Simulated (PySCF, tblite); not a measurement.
Parent: `[O:1]=[CH:2][C:3]1=[CH:4][C:5]([F:6])([F:7])[O:8]1` with O1–C2–C3–C4 0°, C4H2F2O2.

Computed geometry: GFN2-xTB, gas phase. One conformer each, not checked by frequencies here.

```json
{"coordinate of the parent": "O1=C2", "value": "1.199 Å"}
{"coordinate of the parent": "C2–C3", "value": "1.467 Å"}
{"coordinate of the parent": "C3=C4", "value": "1.346 Å"}
{"coordinate of the parent": "C4–C5", "value": "1.514 Å"}
{"coordinate of the parent": "C5–F6", "value": "1.334 Å"}
{"coordinate of the parent": "C5–F7", "value": "1.334 Å"}
{"coordinate of the parent": "C5–O8", "value": "1.416 Å"}
{"coordinate of the parent": "C3–O8", "value": "1.399 Å"}
{"coordinate of the parent": "O1–C2–C3", "value": "123.8°"}
{"coordinate of the parent": "C2–C3–C4", "value": "139.1°"}
{"coordinate of the parent": "C2–C3–O8", "value": "123.6°"}
{"coordinate of the parent": "C4–C3–O8", "value": "97.3°"}
{"coordinate of the parent": "C3–C4–C5", "value": "85.7°"}
{"coordinate of the parent": "C4–C5–F6", "value": "117.5°"}
{"coordinate of the parent": "C4–C5–F7", "value": "117.6°"}
{"coordinate of the parent": "C4–C5–O8", "value": "89.3°"}
{"coordinate of the parent": "F6–C5–F7", "value": "106.9°"}
{"coordinate of the parent": "F6–C5–O8", "value": "112.4°"}
{"coordinate of the parent": "F7–C5–O8", "value": "112.4°"}
{"coordinate of the parent": "C3–O8–C5", "value": "87.7°"}
```

Task: How does the shared frame change in `[O:1]=[CH:2][C:3]1=[CH:4][C@H:5]([F:6])[O:7]1` with O1–C2–C3–C4 0°, C4H3FO2? Atoms pair as O1 = O1, C2 = C2, C3 = C3, C4 = C4, C5 = C5, F6 = F6, O8 = O7 (parent first).

Result: 
```json
{"parent": "O1=C2", "relative": "O1=C2", "value in the relative": "1.201 Å", "change": "+0.002"}
{"parent": "C2–C3", "relative": "C2–C3", "value in the relative": "1.460 Å", "change": "-0.007"}
{"parent": "C3=C4", "relative": "C3=C4", "value in the relative": "1.348 Å", "change": "+0.002"}
{"parent": "C4–C5", "relative": "C4–C5", "value in the relative": "1.508 Å", "change": "-0.006"}
{"parent": "C5–F6", "relative": "C5–F6", "value in the relative": "1.345 Å", "change": "+0.011"}
{"parent": "C5–O8", "relative": "C5–O7", "value in the relative": "1.431 Å", "change": "+0.015"}
{"parent": "C3–O8", "relative": "C3–O7", "value in the relative": "1.391 Å", "change": "-0.008"}
{"parent": "O1–C2–C3", "relative": "O1–C2–C3", "value in the relative": "124.3°", "change": "+0.5"}
{"parent": "C2–C3–C4", "relative": "C2–C3–C4", "value in the relative": "139.1°", "change": "0.0"}
{"parent": "C2–C3–O8", "relative": "C2–C3–O7", "value in the relative": "123.9°", "change": "+0.3"}
{"parent": "C4–C3–O8", "relative": "C4–C3–O7", "value in the relative": "97.0°", "change": "-0.3"}
{"parent": "C3–C4–C5", "relative": "C3–C4–C5", "value in the relative": "86.5°", "change": "+0.8"}
{"parent": "C4–C5–F6", "relative": "C4–C5–F6", "value in the relative": "117.6°", "change": "+0.1"}
{"parent": "C4–C5–O8", "relative": "C4–C5–O7", "value in the relative": "88.5°", "change": "-0.8"}
{"parent": "F6–C5–O8", "relative": "F6–C5–O7", "value in the relative": "112.4°", "change": "0.0"}
{"parent": "C3–O8–C5", "relative": "C3–O7–C5", "value in the relative": "87.9°", "change": "+0.2"}
```

Of the parent's bonds, C5–O8 changes most (+0.015 Å). Point group Cs → C1.
